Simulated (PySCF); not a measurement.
# C$_{7}$H$_{11}$NSi: full NMR table

```yaml
Formula: C7H11NSi
SMILES: C#C[Si@]1(C)C[C@@H](N=C)C1
InChI: InChI=1S/C7H11NSi/c1-4-9(3)5-7(6-9)8-2/h1,7H,2,5-6H2,3H3/t7-,9-
Point_group_of_the_computed_structure: C1
Degrees_of_unsaturation: 4
Carbon_signals: 6
Proton_signals: 7
```

Mapped SMILES: `[CH:1]#[C:2][Si@:3]1([CH3:4])[CH2:5][C@@H:6]([N:7]=[CH2:8])[CH2:9]1`. Hydrogens are named by the atom that carries them. Ha(C8) is cis to C6; Ha(C5), Ha(C9) are cis to N7 on the ring; Hb(C8) is trans to C6; Hb(C5), Hb(C9) are trans to N7 on the ring.

All values are calculated (PySCF 2.14): NMR shieldings at PBE0/pcSseg-1/GIAO, GFN2-xTB geometry. No relativistic terms, one conformer, no solvent model, averaged over atoms made equivalent by symmetry, fast rotation or ring inversion.

Chemical shifts δ = σref − σ; ¹H (31.72 ppm) and ¹³C (186.93 ppm) and ²⁹Si (349.16 ppm) against TMS; ¹⁵N (267.73 ppm) vs NH3, all at this level.

| carbon | δC, type | δH (multiplicity) | HMBC from (2–3 bonds) | span of the C tensor (ppm) |
| --- | --- | --- | --- | --- |
| C1 | 103.8, CH | 2.05 (s) | – | 240 |
| C2 | 92.6, C | – | H(C1), Ha(C5)/Ha(C9), Hb(C5)/Hb(C9), H(C4) | 297 |
| C4 | 1.2, CH3 | 0.49 (s) | Ha(C5)/Ha(C9), Hb(C5)/Hb(C9) | 15 |
| C5/C9 | 29.7, CH2 | Ha(C5) 1.84 (m); Hb(C5) 1.78 (m) | H(C6), Ha(C5)/Ha(C9), Hb(C5)/Hb(C9), H(C4) | 50 |
| C6 | 64.5, CH | 3.66 (m) | Ha(C8), Hb(C8), Ha(C5)/Ha(C9), Hb(C5)/Hb(C9) | 50 |
| C8 | 149.8, CH2 | Ha(C8) 7.52 (d); Hb(C8) 6.95 (d) | H(C6) | 174 |

Other nuclei:
```
atoms  nucleus                                  environment  δ (ppm)  σ (ppm)
  Si3     ²⁹Si  silicon bonded to 4 C, in a 4-membered ring    -26.1    375.3
   N7      ¹⁵N                               imine nitrogen    427.0   -159.2
```

- Carbon types of the structure: 1 × C, 2 × CH, 3 × CH2, 1 × CH3, which accounts for all hydrogens.
- δC 149.8: C=N carbon.
- δC 103.8: terminal alkyne carbon; the triple bond shields along its axis, which puts it between sp3 and sp2 carbons.
- δC 92.6: alkyne carbon; sp carbons lie upfield of alkene carbons because the cylindrical π system leaves one tensor component strongly shielded.
- δC 64.5: sp3 CH bonded to N; deshielded by the electronegative neighbour.
- δH 0.49: hydrogen on a methyl carbon bonded to Si; an electropositive neighbour shields it, as in TMS itself.

Shifts are as computed. Against solution values, carbons near 30 ppm lie about +3 ppm off and those near 130 ppm about +5 ppm. Of 1211 compounds with measured shifts, 218 miss one by over three times the rms of a fit or turn the order of signals round; such compounds aren't used in these exercises. Experimental scales use liquid or dissolved standards, which lie at an offset from isolated NH3 (liquid NH3: subtract about 20 ppm). Unscaled 15N shifts of sp2 nitrogen come out 20 to 40 ppm too high even then. No couplings were computed; multiplicities are counted from neighbouring protons, with m where these are inequivalent, close in shift, in a saturated or five-membered ring or joined by F or P, and br s for small geminal =CH2 splittings.
